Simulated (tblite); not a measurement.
C7H8N (doublet state).
Atom-mapped SMILES: `[CH2:1][CH2:2][c:3]1[cH:4][cH:5][cH:6][cH:7][n:8]1` (hydrogens: H9, H10 on C1; H11, H12 on C2; H13 on C4; H14 on C5; H15 on C6; H16 on C7)

Structure optimised with GFN2-xTB, isolated species. This method treats the open shell by occupation alone, without spin polarisation.

Entries marked ? are missing. Bonds in one row agree within 0.01 Å.

```tsv
coordinate	value
C1–C2	?
C2–C3	1.516 Å
C3–C4	1.395 Å
C4–C5	?
C5–C6	1.389 Å
C6–C7	1.386 Å
C7–N8	?
C3–N8	1.325 Å
C1–H9, C1–H10	1.073 Å
C2–H11, C2–H12	1.090 Å
C4–H13	1.080 Å
C5–H14	1.081 Å
C6–H15	1.079 Å
C7–H16	1.083 Å
C1–C2–C3	?
C2–C3–C4	121.0°
C2–C3–N8	116.6°
C4–C3–N8	122.3°
C3–C4–C5	118.6°
C4–C5–C6	119.0°
C5–C6–C7	?
C6–C7–N8	123.3°
C3–N8–C7	?
```

Problem. Estimate the withheld lengths and angles.

Solution. 
- C1–C2 = 1.473 Å, drawn single (ends: carbon bonded to C and 2 H; carbon bonded to 2 C and 2 H); 0.02 Å below the sum of covalent radii, 1.49 Å.
- C4–C5 = 1.382 Å, aromatic (both ends carbon bonded to 2 C and H); 0.08 Å below the sum of covalent radii, 1.46 Å.
- C7–N8 = 1.321 Å, aromatic (ends: carbon bonded to C, N and H; nitrogen bonded to 2 C); 0.12 Å below the sum of covalent radii, 1.44 Å.
- C1–C2–C3 = 103.8°, at the carbon bonded to 2 C and 2 H; the outer atoms are 2.352 Å apart.
- C5–C6–C7 = 118.0°, at the carbon bonded to 2 C and H, inside a 6-membered ring; the outer atoms are 2.377 Å apart.
- C3–N8–C7 = 118.9°, at the nitrogen bonded to 2 C, inside a 6-membered ring; the outer atoms are 2.278 Å apart.

Radii are Cordero's, carbon taken as 0.76, 0.73 or 0.69 Å for four, three, and two or fewer neighbours.

Its GFN2-xTB frequencies are all real (lowest 76 cm⁻¹). Torsions: H–C1–C2–C3 80° and -82°, C1–C2–C3–C4 84°.

The run took 0.25 s of wall time on Arm Neoverse V1, one thread, on a shared host. That covers the optimisation of the geometry.

One conformer stands for the species.

All values are computed, not measured.
